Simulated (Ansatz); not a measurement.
Species: TiO, charge 0, multiplicity 3. The spin state was set by rule; other spins were not relaxed. 
Coordinates optimised at B3LYP-D3(BJ)/def2-TZVP (Ansatz, a program for electronic structure):
SMILES: [O]=[Ti]
```xyz
2

Ti     0.0000     0.0000    -0.4300
O      0.0000     0.0000     1.1824
```
Charge 0, spin multiplicity 3.

Wanted: atomisation energy (electronic, to ground-state atoms), in kcal/mol. Correlated levels leave the core frozen unless marked. Open shells are spin-unrestricted. Spin-orbit coupling is left out. The frozen core is the preceding noble-gas configuration, with the filled d and f shells of earlier blocks. Non-relativistic. The coupled-cluster limit lacks core correlation, which all-electron functionals hold. Basis-set limits of correlation are two-point, X^-3; Hartree-Fock from the larger set.

```
level                                        program  atomisation energy (kcal/mol)
------------------------------------  --------------  -----------------------------
HF/def2-QZVPP                                 Ansatz                           58.8
BLYP/def2-TZVPD                               Ansatz                          178.6
revPBE-D4/def2-TZVPD                  Ansatz + dftd4                          181.5
r2SCAN/def2-TZVPD                             Ansatz                          175.7
B3LYP-D4/def2-TZVPD                   Ansatz + dftd4                          161.7
MP2/def2-QZVPP                                Ansatz                          165.8
MP2/CBS(def2-TZVPPD,def2-QZVPPD)              Ansatz                          167.6
SCS-MP2/6-31G*                                Ansatz                          140.7
CCSD(T)/6-31G*                                Ansatz                          138.0
CCSD(T)/CBS(def2-TZVPPD,def2-QZVPPD)          Ansatz                          152.6
```

The T1 diagnostic of CCSD in the largest basis is 0.046, which is high, so the coupled-cluster rows are less sure than usual.
